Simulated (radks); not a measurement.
Numerical settings for neutral zirconium, [Kr] 4d2 5s2. Calculated with a radial shooting solver on a logarithmic mesh with Libxc functionals: scalar-relativistic Kohn-Sham, r2SCAN, spin-polarised, spherical densities, finite nucleus; open shells are filled with parallel spins first (spin-orbit coupling, left out, can overturn this in heavy ions); meta-GGA in the generalised Kohn-Sham scheme; Fermi nuclear charge, rms radius 4.2694 fm. The defaults (mesh step 0.008 in ln r, mesh end at 40 bohr or more with all orbitals vanishing there, Anderson mixing 0.5 over 9 steps, residual threshold near 1e-9 with the energy settled to 1e-9 hartree or 1e-11 of itself, here a cap of 81 iterations) give E = -3599.060 hartree and 5s at -4.111 eV in 14 iterations. Times are rough (one thread of a shared host). Changes against that run (0 stands for a change within the tolerance of the run):

setting,iterations,converged,E (mhartree),e(5s) (meV),CPU (s)
mesh step in ln r 0.2,2,no,diverged,-,0.01
mesh step in ln r 0.03,12,yes,+0.0982,+0.046,0.05
mesh step in ln r 0.05,12,yes,-1.49,+0.151,0.04
mesh end (bohr) 3,11,level above zero,+3.14e+03,+4.1e+04,0.13
mesh end (bohr) 5,12,level above zero,+262,+5.22e+03,0.14
residual threshold 1e-16,81,no,0,0,0.56
residual threshold 0.1,8,yes,+0.00162,-0.198,0.12
mixing 1,12,yes,0,+0.0127,0.17
"linear mixing, mixing 0.2",66,yes,0,-0.00555,0.73
"linear mixing, mixing 1",21,no,diverged,-,0.37
mixing history 2,19,yes,0,-0.00954,0.23
iteration cap 3,3,no,+11.6,-83,0.06

Settled on a wrong energy, with an occupied level pushed above zero by the early mesh end: mesh end (bohr) 3 (+3.14 hartree); mesh end (bohr) 5 (+0.262 hartree). Apart from these: settings that end as converged yet miss the energy by more than 1 mhartree: mesh step in ln r 0.05 (-0.00149 hartree). A mesh that ends early acts as a hard wall.
